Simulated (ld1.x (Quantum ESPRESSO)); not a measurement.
What one change does to a pseudopotential (vanadium, TM)

vanadium (V), norm-conserving Troullier–Martins (Kleinman–Bylander form), made with ld1.x (Quantum ESPRESSO) 7.5 (LDA (PZ), scalar-relativistic). Core [Ne] 3s2, reference 3p6 3d3 4s2 4p0. Waves: 3p (bound): rc 1.25 bohr; 3d (bound): rc 1.40 bohr; 4s (bound): rc 2.55 bohr. Local part: the s channel. Core correction: a·sin(br)/r model core inside 1.30 bohr.

Change: wave 3d (bound): rc 1.40 bohr becomes 3d (bound): rc 1.32 bohr.

Cutoffs: the cutoffs (Ry, on a coarse ladder) from which the occupation-weighted sum of valence levels, in a spherical-Bessel basis at the reference potential, stays within 10 and 1 mRy of its value at 400 Ry; they do not see the model core or the augmentation charge, which bear on the density cutoff. Errors are all-electron minus pseudo energies relative to the spin-unpolarised reference configuration.

Predict the effect on cutoff, ghosts and configuration errors.

The potential gets harder (100 Ry and 110 Ry → 110 Ry and 120 Ry); the errors of the 7 common tests hardly move; neither file shows a bound ghost at the reference potential, the only one tested. A smaller radius makes the pseudo-wave follow the all-electron one further in, where it bends more sharply, so more plane waves are needed.

| quantity | base | changed |
| --- | --- | --- |
| cutoff, loose | 100 Ry | 110 Ry |
| cutoff, tight | 110 Ry | 120 Ry |
| loose cutoff by channel (10 mRy a level) | p 40 Ry, d 90 Ry, s 6 Ry | p 40 Ry, d 100 Ry, s 6 Ry |
| bound ghosts | none | none |
| tests counted (converged, no solver errors) | 8 of 9 | 8 of 9 |
| error for 3p6 3d3 4s1 4p0, meV [ΔE 7.94 eV] | -5.2 | -5.4 |
| error for 3p6 3d3 4s0 4p0, meV [ΔE 22.49 eV] | -37 | -38 |
| error for 3p6 3d3.5 4s1.5 4p0, meV [ΔE 0.03 eV] | -44 | -45 |
| error for 3p6 3d2 4s2 4p0, meV [ΔE 11.22 eV] | -183 | -189 |
| error for 3p6 3d2 4s2 4p1, meV [ΔE 5.91 eV] | -1062 | -1068 |
| error for 3p6 3d3 4s2 4p0 (spin-polarised), meV [ΔE -1.63 eV] | +218 | +220 |
| error for 3p6 3d3 4s1 4p0 (spin-polarised), meV [ΔE 5.57 eV] | +215 | +218 |
| s: phases at 2.74 bohr within 0.05 rad from the reference energy up to (Ry; the scan ends near 5) | 2.3 | 2.3 |
| p: phases at 2.74 bohr within 0.05 rad from the reference energy up to (Ry; the scan ends near 5) | -0.9 | -0.9 |
| d: phases at 2.74 bohr within 0.05 rad from the reference energy up to (Ry; the scan ends near 5) | 0.4 | 0.4 |

Base: Tests not counted: 3p6 3d3 4s1.5 4p0 (solver errors, printed error -1.1 meV). These tests converged, but a pseudo level misses the all-electron one widely, so the file describes the atom poorly there or has found another state: 3p6 3d2 4s0 4p0: empty 4p by 2.8 eV. Changed file: Tests not counted: 3p6 3d2 4s0 4p0 (solver errors, printed error -158 meV).
